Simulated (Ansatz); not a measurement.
C2H10GaN3, SMILES `C[N](C)[Ga]([NH2])[NH2]`, relaxed with RKS PBE0-D4/def2-TZVP in the Gaussian-basis code of Ansatz from a GFN2-xTB geometry. The force threshold is 0.005 eV/Å; the program also tests the step.

Charge 0, multiplicity 1.

Start:

```xyz
16

C    -1.035    1.416    0.895
N     0.002    0.749    0.136
C     1.219    1.528    0.042
Ga   -0.071   -1.033   -0.344
N     1.359   -1.798   -1.202
N    -1.671   -1.929   -0.335
H    -1.925    0.784    0.926
H    -1.306    2.369    0.421
H    -0.717    1.630    1.925
H     1.024    2.483   -0.462
H     1.955    0.975   -0.545
H     1.644    1.749    1.031
H     1.317   -2.794   -1.386
H     2.314   -1.553   -0.970
H    -1.658   -2.941   -0.375
H    -2.450   -1.636    0.241
```

```tsv
step	energy (eV)	largest force (eV/Å)	largest move (Å)
1	-59074.5544	0.507	0.000
2	-59074.5807	0.250	0.052
3	-59074.5890	0.048	0.040
4	-59074.5903	0.041	0.017
5 (rejected)	-59074.5880	0.209	0.061
6	-59074.5916	0.007	0.030
7 (rejected)	-59074.5225	0.914	0.056
8	-59074.5920	0.003	0.027
9	-59074.5923	0.021	0.048
10	-59074.5924	0.008	0.006
11	-59074.5924	0.001	0.004
12	-59074.5924	0.003	0.005
13	-59074.5924	0.005	0.011
14	-59074.5924	0.002	0.002
```

End:

```xyz
16

C    -1.032    1.380    0.874
N     0.044    0.686    0.224
C     1.228    1.487    0.078
Ga   -0.082   -1.029   -0.379
N     1.345   -1.785   -1.231
N    -1.683   -1.902   -0.304
H    -1.915    0.744    0.961
H    -1.332    2.282    0.319
H    -0.758    1.704    1.890
H     1.030    2.405   -0.498
H     2.012    0.939   -0.448
H     1.637    1.801    1.052
H     1.359   -2.778   -1.399
H     2.278   -1.451   -1.054
H    -1.714   -2.905   -0.388
H    -2.416   -1.580    0.305
```

Hardware: 2 threads of an AMD EPYC 7R13 on a shared host and a share of an NVIDIA H100 80 GB. Wall time 40 s, peak host memory 0.93 GiB.
